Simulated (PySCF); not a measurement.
# How methods differ on the excitation energy of C

C [He] 2s2 2p2 (3P) → C [He] 2s1 2p2 3s1 (5P), as a difference of total energies. All numbers are calculated (PySCF 2.14, the non-relativistic Hamiltonian (point nucleus), in aug-cc-pVTZ with one added diffuse shell each of s, p, d, f type (6s5p4d3f, 62 functions)). Correlated levels: valence: 1s2 frozen. The calculations carry no spin-orbit coupling.

| method | excitation energy (cm⁻¹) |
| --- | --- |
| UHF | 87403 |
| LDA | 102040 |
| PBE | 101060 |
| PBE0 | 100540 |
| r2SCAN | 99038 |
| BLYP | 105280 |
| wB97M-V | 103460 |
| B3LYP | 104820 |
| TPSSh | 103450 |
| MP2 (valence) | 99016 |
| SCS-MP2 (valence) | 101730 |

The upper state lies above the first ionisation limit, but in LS coupling its spin forbids autoionisation to the ground ion. A Rydberg-like electron needs more diffuse functions than a valence basis has.

The promoted electron is Rydberg-like, and one or two diffuse shells describe it only roughly, which tends to raise the upper state.
